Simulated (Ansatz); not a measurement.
C$_{5}$H$_{8}$AlN, SMILES `[AlH3-][n+]1ccccc1`. Charge 0, multiplicity 1.

```xyz
15

Al    0.645    2.164   -1.265
N     0.108    0.471   -0.278
C     0.011   -0.688   -0.931
C    -0.301   -1.870   -0.287
C    -0.523   -1.844    1.080
C    -0.426   -0.638    1.755
C    -0.109    0.499    1.038
H    -0.115    3.249   -0.358
H     0.048    1.821   -2.716
H     2.243    2.119   -1.127
H     0.186   -0.642   -2.000
H    -0.370   -2.789   -0.854
H    -0.773   -2.754    1.613
H    -0.595   -0.572    2.821
H    -0.029    1.473    1.508
```

(1) List the harmonic frequencies (cm⁻¹, unscaled) at PBE0-D4/def2-TZVP in Ansatz. (Estimate.)

(2) Is this a minimum?

(3) Give the ideal-gas thermochemistry at 298.15 K and 1 bar (rigid rotor, harmonic oscillator; point group Cs, symmetry number 1).

Answers

(1) Computed: 28, 112, 171, 292, 394, 409, 528, 536, 659, 664, 717, 760, 763, 769, 786, 902, 987, 1022, 1030, 1058, 1064, 1105, 1107, 1178, 1245, 1332, 1383, 1495, 1529, 1647, 1681, 1835, 1836, 1856, 3204, 3207, 3212, 3230, 3234.

(2) Yes, all 39 modes are real.

(3) Zero-point energy 292.9 kJ/mol; H(298) − E = 315.2 kJ/mol; entropy 363.4 J/(mol·K), of which translation 167.4, rotation 116.8, vibration 79.3; G(298) − E = 206.8 kJ/mol. Modes under 100 cm⁻¹ are hindered rotations or soft bends, so the harmonic entropy is rough.
